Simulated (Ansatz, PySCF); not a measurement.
CH₁₁N₃Si₂, SMILES N[SiH]([Si@@H](N)C)N. Atoms are numbered in the order given.

```xyz
17

C     -1.8213     1.2185    -0.6608
Si    -1.0083    -0.4843    -0.4652
N     -1.3469    -1.3240     1.0371
Si     1.3379    -0.2225    -0.4453
N      1.9280     1.3826    -0.1275
N      1.7862    -1.2307     0.8972
H     -1.6020     1.6319    -1.6604
H     -2.9172     1.1723    -0.5477
H     -1.4270     1.9277     0.0856
H     -1.5293    -1.3502    -1.5708
H     -0.8463    -1.0056     1.8630
H     -2.2997    -1.5839     1.2790
H      1.9552    -0.5349    -1.7785
H      2.1996     1.9876    -0.8952
H      1.5905     1.9181     0.6661
H      1.2244    -2.0569     1.0837
H      2.7590    -1.3630     1.1599
```

Geometry optimised at B3LYP-D3(BJ)/def2-SVP. The structure was generated by enumeration; whether it is a known compound was not checked. The values are those of a single conformer.

Two levels are set side by side: PBE-D3(BJ)/def2-SVP (Ansatz, a first-principles code) and B3LYP-D3(BJ)/def2-SVP (Ansatz). Each level has its own optimised geometry; the coordinates shown are those of the second. Frequencies come from the Hessian of PySCF at each geometry. Differences are taken from unrounded values.

| quantity | B3LYP-D3(BJ) |
|---|---|
| mean bond length (Å) | 1.368 |
| bond C1–Si2 (Å) | 1.897 |
| bond Si2–N3 (Å) | 1.754 |
| bond Si2–Si4 (Å) | 2.361 |
| bond Si4–N5 (Å) | 1.739 |
| bond Si4–N6 (Å) | 1.738 |
| bond C1–H7 (Å) | 1.104 |
| bond C1–H8 (Å) | 1.103 |
| bond C1–H9 (Å) | 1.103 |
| bond Si2–H10 (Å) | 1.498 |
| bond N3–H11 (Å) | 1.017 |
| bond N3–H12 (Å) | 1.017 |
| bond Si4–H13 (Å) | 1.502 |
| bond N5–H14 (Å) | 1.014 |
| bond N5–H15 (Å) | 1.015 |
| bond N6–H16 (Å) | 1.016 |
| bond N6–H17 (Å) | 1.016 |
| highest harmonic wavenumber (cm⁻¹) | 3668 |
| mean harmonic wavenumber (cm⁻¹) | 1295 |
| zero-point energy (kcal/mol) | 83.31 |

Task: What does PBE-D3(BJ) give, and how far is it from B3LYP-D3(BJ)? (The exact figures need the calculation; the answer reports its results.)

Result: 
| quantity | PBE-D3(BJ) | PBE-D3(BJ) minus B3LYP-D3(BJ) |
|---|---|---|
| mean bond length (Å) | 1.378 | 0.009 |
| bond C1–Si2 (Å) | 1.904 | 0.007 |
| bond Si2–N3 (Å) | 1.767 | 0.013 |
| bond Si2–Si4 (Å) | 2.370 | 0.009 |
| bond Si4–N5 (Å) | 1.751 | 0.012 |
| bond Si4–N6 (Å) | 1.747 | 0.009 |
| bond C1–H7 (Å) | 1.111 | 0.007 |
| bond C1–H8 (Å) | 1.110 | 0.007 |
| bond C1–H9 (Å) | 1.110 | 0.007 |
| bond Si2–H10 (Å) | 1.511 | 0.013 |
| bond N3–H11 (Å) | 1.025 | 0.008 |
| bond N3–H12 (Å) | 1.025 | 0.008 |
| bond Si4–H13 (Å) | 1.517 | 0.015 |
| bond N5–H14 (Å) | 1.023 | 0.008 |
| bond N5–H15 (Å) | 1.023 | 0.008 |
| bond N6–H16 (Å) | 1.025 | 0.008 |
| bond N6–H17 (Å) | 1.024 | 0.007 |
| highest harmonic wavenumber (cm⁻¹) | 3586 | -82 |
| mean harmonic wavenumber (cm⁻¹) | 1264 | -31 |
| zero-point energy (kcal/mol) | 81.30 | -2.01 |

Exact exchange shortens and stiffens bonds; PBE has none. Differences between two approximate levels are no errors against the true value.
